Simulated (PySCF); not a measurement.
# SeSF₂: from structure and modes to constants

All numbers come from PySCF, PBE0, basis Se def2-TZVP, S def2-TZVP, F def2-TZVP (no relativity, density fitting).

The singlet minimum has Cs symmetry. Masses (u): Se 79.91652, S 31.97207, F 18.99840.

```xyz
4
charge 0 multiplicity 1, angstrom
Se    0.0000   -0.3478   -0.2274
S     0.0000    0.1093    1.7117
F     1.2458    0.6385   -0.9618
F    -1.2458    0.6385   -0.9618
```

Harmonic wavenumbers (cm⁻¹): 211.8 (a'', ×1), 256.1 (a', ×1), 288.7 (a', ×1), 598.4 (a', ×1), 610.3 (a'', ×1), 643.1 (a', ×1).

(1) Find the principal moments of inertia and the rotational constants. What kind of rotor is it?

(2) What is the harmonic zero-point energy?

(3) Find the vibrational entropy and heat capacity at 298.15 K.

(4) Give the standard entropy (298.15 K, 1 bar) by its translational, rotational, vibrational and spin parts, and Cp.

Results:

(1) About the centre of mass I = 83.384, 158.49, 193.05 u Å². With B = 16.8576/I this gives 0.2022, 0.1064, 0.08732 cm⁻¹. The molecule is an asymmetric top with κ = -0.67.

(2) Half the sum of all 6 wavenumbers, 2608/2 = 1304 cm⁻¹, which is 15.6 kJ/mol (1 cm⁻¹ = 0.0119627 kJ/mol).

(3) With u = 1.43878 ω/T, each mode gives S = R[u/(eᵘ−1) − ln(1−e⁻ᵘ)] and C = R u² eᵘ/(eᵘ−1)².
| ω (cm⁻¹) | u | S (J/(mol K)) | C (J/(mol K)) |
| --- | --- | --- | --- |
| 211.8 | 1.022 | 8.49 | 7.63 |
| 256.1 | 1.236 | 7.06 | 7.33 |
| 288.7 | 1.393 | 6.20 | 7.09 |
| 598.4 | 2.888 | 1.89 | 4.33 |
| 610.3 | 2.945 | 1.81 | 4.23 |
| 643.1 | 3.103 | 1.59 | 3.94 |
The sums over all modes are S = 27.0 and C = 34.5 J/(mol K); the softest mode gives 31 % of the entropy.

(4) Sackur–Tetrode with M = 149.89 u gives 171.3; rotation with symmetry number 1 gives 109.8; vibration 27.0; spin R ln 1 = 0.0. The total is 308.2 J/(mol K), and Cp = 4 R + 34.5 = 67.8 J/(mol K).

This need not be the most stable arrangement of these atoms.
